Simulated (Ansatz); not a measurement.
Reaction (redistribution): `C[Si](S)(Cl)Cl` + `[SH][Au]` → `S[SiH](Cl)Cl` + `C[S][Au]`

Program: Ansatz. Geometries: PBE0-D4/def2-TZVP. ΔE: electronic, gas phase. CCSD(T)/CBS adds triple-zeta CCSD(T) − MP2 to the extrapolated MP2 energy (def2 sets, frozen cores). Functionals use def2-TZVPP. HSE06 is defined as in plane-wave codes. def2 core potentials past Kr. For Au outer-core shells are correlated without core-valence functions, which leaves a few kJ/mol of doubt a bond. Each species was taken in one conformer, which may not be the lowest.

`C[Si](S)(Cl)Cl`:

Cartesian coordinates in Å:
```
C -0.309 -1.127 -0.346
Si 0.166 0.655 -0.237
S 1.252 1.163 1.513
Cl 1.416 1.146 -1.778
Cl -1.540 1.785 -0.382
H 0.585 -1.752 -0.304
H -0.965 -1.393 0.486
H -0.838 -1.317 -1.282
H 0.233 0.840 2.330
```

`[SH][Au]`:

```xyz
3

S    -0.711   -0.073   -0.433
Au    0.714    1.270    0.650
H    -0.003   -1.198   -0.217
```

`S[SiH](Cl)Cl`:

Z-matrix (Å, degrees):
```
Si
Cl 1 2.036
Cl 1 2.042 2 110.0
S 1 2.113 2 105.8 3 121.1
H 1 1.474 2 109.1 3 -116.8
H 4 1.346 1 92.9 2 -178.6
```

`C[S][Au]`:

Cartesian coordinates in Å:
```
C 0.305 -0.532 -0.037
S -0.677 0.703 -0.922
Au -1.150 2.240 0.633
H 0.543 -1.291 -0.786
H -0.258 -1.003 0.767
H 1.236 -0.117 0.345
```

| level | ΔE (kJ/mol) |
| --- | --- |
| PBE-D4 | 66.4 |
| HSE06-D4 | 72.4 |
| BLYP | 59.9 |
| PBE0 | 70.5 |
| BHLYP | 72.9 |
| HF/def2-SVP | 81.3 |
| MP2/def2-SVP | 73.8 |
| CCSD/def2-SVP | 73.9 |

Problem. What does CCSD(T)/CBS give? (Best estimate.)

Solution. The calculation gave: +71.8 kJ/mol. The listed levels differ from it by -5.4, 0.6, -11.9, -1.3, 1.1, 9.5, 2.0, 2.1 kJ/mol.

Problem. What do rigid-rotor, harmonic-oscillator terms from PBE0-D4/def2-TZVP frequencies (298.15 K, 1 bar) make of the CCSD(T)/CBS value? (An estimate is asked.)

Solution. The calculation gave: ΔZPE = +4.3 kJ/mol, ΔH = +74.5 kJ/mol, ΔS = 3 J/(mol·K), ΔG = +73.6 kJ/mol.

Largest T1 diagnostic among the species: 0.025, so the coupled-cluster value is less sure than usual.

The D4 term adds +3.9 kJ/mol with B3LYP and +2.4 kJ/mol with PBE0; it sums over pairs of atoms, weighted by their polarisabilities, and B3LYP, whose exchange is more repulsive, gets the larger term. From BLYP to BHLYP (50 % exact exchange), in def2-TZVPP and without D4, ΔE moves by +13.1 kJ/mol.

B3LYP here is the variant with VWN-RPA as its local correlation; programs differ in this.
